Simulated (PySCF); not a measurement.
**How methods differ on the interval between two levels of Zr**

Zr [Kr] 4d2 5s2 [3F4, M_J = 4] → Zr [Kr] 4d2 5s1 5p1 [5G6, M_J = 6], as a difference of total energies. Computed with PySCF 2.14 in x2c-TZVPall-2c (8s9p7d1f, 77 functions), with the two-component X2C-1e Hamiltonian. Correlated levels: [Ar] 3d10 frozen; the 6 highest virtual spinors dropped. "Screened" scales the spin-orbit matrix elements by Boettger's factors to mimic the two-electron term; Breit and QED terms are absent.

| method | interval between two levels (cm⁻¹) | error (cm⁻¹) |
| --- | --- | --- |
| GHF (spin-free) | 5636.5 | -10101 |
| GMP2 (spin-free) | 12977 | -2761 |
| GHF (screened spin-orbit) | 5987.6 | -9750 |
| GMP2 (screened spin-orbit) | 13315 | -2422 |

Reference: 15737 cm⁻¹ (measured; NIST Handbook of Basic Atomic Spectroscopic Data (Sansonetti and Martin, J. Phys. Chem. Ref. Data 34, 1559 (2005))).

The spin-free rows relax to the high-spin LS determinant and lack the spin-orbit shift.

Errors of the correlated levels include the incompleteness of this basis and the frozen core.

The labels give the starting determinants; with spin-orbit coupling the two ends relaxed to ⟨J²⟩ = 20.31, ⟨L²⟩ = 12.15, ⟨S²⟩ = 2.08 and ⟨J²⟩ = 42.02, ⟨L²⟩ = 20.03, ⟨S²⟩ = 6.01.

The determinant of the lower state mixes levels of different J (the jj label is only the starting occupation), so the difference between spin-free and spin-orbit rows is not the physical spin-orbit shift.
